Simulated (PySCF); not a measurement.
These compounds are isomers of formula C₆H₁₀O₃.

A. `C=COC(=O)CCOC`
B. SMILES O[C@H]1[C@H](OC(C)=O)CC1
C. `C=C(C)COC(=O)OC`

Spectrum 1. ¹H NMR (500 MHz, computed): δ 5.36 (m, 1H), 5.34 (m, 1H), 4.50 (s, 2H), 3.90 (s, 3H), 2.01 (s, 3H). ¹³C{¹H} NMR (computed): δ 163.4 (C), 150.1 (C), 121.9 (CH2), 75.9 (CH2), 56.3 (CH3), 23.1 (CH3).

Spectrum 2. ¹H NMR (500 MHz, computed): δ 7.93 (m, 1H), 5.12 (m, 1H), 4.86 (m, 1H), 3.64 (t, 2H), 3.58 (s, 3H), 2.77 (t, 2H). ¹³C{¹H} NMR (computed): δ 174.2 (C), 148.8 (CH), 101.7 (CH2), 72.3 (CH2), 61.7 (CH3), 38.0 (CH2).

Spectrum 3. ¹H NMR (500 MHz, computed): δ 4.35 (m, 1H), 4.20 (m, 1H), 3.33 (br s, 1H), 2.24 (m, 1H), 2.23 (m, 1H), 2.16 (s, 3H), 1.80 (m, 1H), 1.77 (m, 1H). ¹³C{¹H} NMR (computed): δ 179.0 (C), 82.4 (CH), 77.8 (CH), 23.1 (CH3), 23.0 (CH2), 20.3 (CH2).

[PySCF: NMR shieldings at PBE0/pcSseg-1/GIAO; structure optimised with GFN2-xTB; no solvent model; no relativistic terms; rapidly exchanging positions averaged; a single conformation]

Chemical shifts δ = σref − σ; ¹H (σref 31.72) and ¹³C (σref 186.93) against TMS, all at this level. Where no couplings were computed, multiplicities follow the n + 1 count of equivalent neighbours, and m marks all less simple cases (inequivalent or close neighbours, rings, F or P nearby). Shifts are as computed. Against solution values, carbons near 30 ppm lie about +3 ppm off and those near 130 ppm about +5 ppm. Of 1211 compounds with measured shifts, 218 miss one by over three times the rms of a fit or turn the order of signals round; such compounds aren't used in these exercises. OH and NH positions are gas-phase values without hydrogen bonding to other molecules.

**Question.** Which spectrum belongs to which compound?

**Answer.** 1–C, 2–A, 3–B.

- Spectrum 1 (C): 6 ¹³C signals; δC 163.4 is a carbonate carbon; δC 150.1 is a fully substituted alkene carbon.
- Spectrum 2 (A): 6 ¹³C signals; δC 174.2 is an ester carbonyl carbon; δC 148.8 is an alkene carbon bearing oxygen.
- Spectrum 3 (B): 6 ¹³C signals; δC 179.0 is an ester carbonyl carbon; δC 82.4 is an sp3 CH bonded to O.
